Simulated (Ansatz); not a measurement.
Cl2Mg, singlet, geometry from GFN2-xTB (such geometries of metal compounds can be far from the true shape).

The Ansatz (a program for electronic structure) input:
Ansatz 0.2 input:
```yaml
crystal:
  periodic: [false, false, false]
  atoms:
    - {symbol: Mg, position_ang: [0.19399681, 0.27820801, 0.27282162]}
    - {symbol: Cl, position_ang: [1.38743119, 0.24793396, -1.48450411]}
    - {symbol: Cl, position_ang: [-1.52437011, -0.44431609, 1.29192414]}
basis:
  gaussian:
    orbitals: def2-SVP
hamiltonian:
  xc: {name: BHLYP}
```

Q: What total energy does Ansatz with BHLYP/def2-SVP give?

A: -1120.2710 Eh

Q: What is the computed number of basis functions (BHLYP/def2-SVP)?

A: 54
